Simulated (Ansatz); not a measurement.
# Counterpoise correction, worked out

The pair of H₂ (SMILES [H][H], atoms 1–2) and H₂Te (SMILES [TeH2], atoms 3–5), both closed shells, in one local arrangement (a lower one may exist), relaxed at PBE0-D4/def2-TZVP:

H1  (0.456, 0.057, -2.147)
H2  (-0.100, 0.358, -2.543)
Te3  (0.235, 0.470, 1.231)
H4  (-0.860, -0.663, 0.724)
H5  (0.270, -0.221, 2.736)
(Å)

Program: Ansatz 0.2.0. Basis: def2-TZVPPD. Cores are frozen in the correlated methods. Filled d shells of the heavier atoms are correlated. Core potentials replace the inner electrons of the atoms past krypton. The def2 sets are not built for correlating such inner shells, so the correlated values are less sure here.

CCSD(T) total energies in eV:

| system | geometry | basis functions | energy |
| --- | --- | --- | --- |
| pair | pair | all | -7341.78763 |
| H₂ | as in the pair | all (partner as ghosts) | -31.90498 |
| H₂Te | as in the pair | all (partner as ghosts) | -7309.87070 |
| H₂ | as in the pair | its own | -31.90424 |
| H₂Te | as in the pair | its own | -7309.86392 |
| H₂ | free (PBE0-D4 minimum) | its own | -31.90433 |
| H₂Te | free (PBE0-D4 minimum) | its own | -7309.86392 |

(1) Work out the interaction energy with and without the counterpoise correction, the superposition error, and the binding energy from the relaxed fragments.

No T1 diagnostic of these runs exceeds 0.011.

Results:

(1) Without correction: -7341.78763 − (-31.90424) − (-7309.86392) = -0.01947 eV.
With correction (each fragment in the whole basis): -7341.78763 − (-31.90498) − (-7309.87070) = -0.01195 eV = -0.28 kcal/mol.
The superposition error is the difference, 0.00752 eV: each fragment borrows its partner's functions.
Deformation from the free shapes: 0.00009 eV for H₂ and 0.00000 eV for H₂Te.
Binding energy from relaxed fragments: -0.01195 + 0.00009 + 0.00000 = -0.01186 eV = -0.27 kcal/mol (electronic, without zero-point energy; negative means bound). For comparison, the corrected interaction energy by CCSD(T) at an estimated basis limit (MP2 extrapolated from triple and quadruple zeta, plus CCSD(T) − MP2 in triple zeta) is -0.018 eV; triple zeta with the correction binds less.

For scale, one of the runs: CCSD(T)/def2-TZVPPD, 127 basis functions, launched by `ansatz run in.yaml --threads 2 --pin off --events-out ev --progress --plain --max-ram 5222MiB`. The run took 7 s on 2 CPU threads of an Intel Xeon 6975P-C (shared host), with 0.79 GiB of host memory at its peak.
